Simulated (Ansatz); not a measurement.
`B[SiH]([SiH3])[SiH3]` and `[SiH3][SiH]([SiH3])[SiH3]` differ in one atom or group.

Ansatz, PBE0-D4/def2-TZVP geometries, multiplicity 1. 

```csv
property,`B[SiH]([SiH3])[SiH3]`
LUMO energy (PBE/def2-TZVPP) / eV,-3.45
size of the dipole moment (ωB97M-V/def2-TZVPP) / D,0.26
LUMO energy (B3LYP/def2-TZVPP) / eV,-2.71
HOMO–LUMO gap (B3LYP/def2-TZVPP) / eV,5.11
zero-point energy (PBE0-D4/def2-TZVP) / kJ/mol,206.3
size of the dipole moment (B3LYP/def2-TZVPP) / D,0.18
```

What does the change do to each property? (Best estimate.)

The calculation gave: 
| property | `[SiH3][SiH]([SiH3])[SiH3]` | shift |
| --- | --- | --- |
| LUMO energy (PBE/def2-TZVPP) / eV | -1.08 | 2.37 |
| size of the dipole moment (ωB97M-V/def2-TZVPP) / D | 0.17 | -0.09 |
| LUMO energy (B3LYP/def2-TZVPP) / eV | -0.42 | 2.29 |
| HOMO–LUMO gap (B3LYP/def2-TZVPP) / eV | 7.40 | 2.29 |
| zero-point energy (PBE0-D4/def2-TZVP) / kJ/mol | 218.9 | 12.6 |
| size of the dipole moment (B3LYP/def2-TZVPP) / D | 0.17 | -0.01 |

The zero-point energy changes by 12.6 kJ/mol with +3 modes. Dipoles are sizes alone; their direction can turn.

Positive LUMOs are unbound, so they and the gaps depend on the basis.

B3LYP here is the variant with VWN-RPA as its local correlation; programs differ in this.
